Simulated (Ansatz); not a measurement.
The same bond dissociation along the group O, S, Se.

Isolated molecules relaxed with PBE0-D4/def2-TZVP in Ansatz; ΔE leaves out vibrations. CBS: MP2 limit from def2 TZ/QZ plus the TZ coupled-cluster correction, frozen cores. This one scheme is used for every species. DFT in def2-TZVPP. Open shells (•) are unrestricted, without spin–orbit coupling. For Ga, Se outer-core shells are correlated without core-valence functions, which leaves a few kJ/mol of doubt a bond. Scalar relativity is left out up to krypton. One conformer a species, not always the lowest.

| reaction | PBE0-D4 (kcal/mol) | revPBE-D4 (kcal/mol) | PBE-D4 (kcal/mol) | CCSD(T)/CBS(def2) (kcal/mol) |
| --- | --- | --- | --- | --- |
| `[OH][GaH][F]` → `[F][GaH]`• + `[OH]`• | 104.6 | 102.2 | 106.9 | 112.7 |
| `[F][GaH][SH]` → `[F][GaH]`• + `[SH]`• | 87.3 | 83.9 | 87.1 | 91.4 |
| `[F][GaH][SeH]` → `[F][GaH]`• + `[SeH]`• | 80.2 | 76.6 | 79.9 | 85.2 |

Largest T1 diagnostic: 0.017, for `[F][GaH]`•.
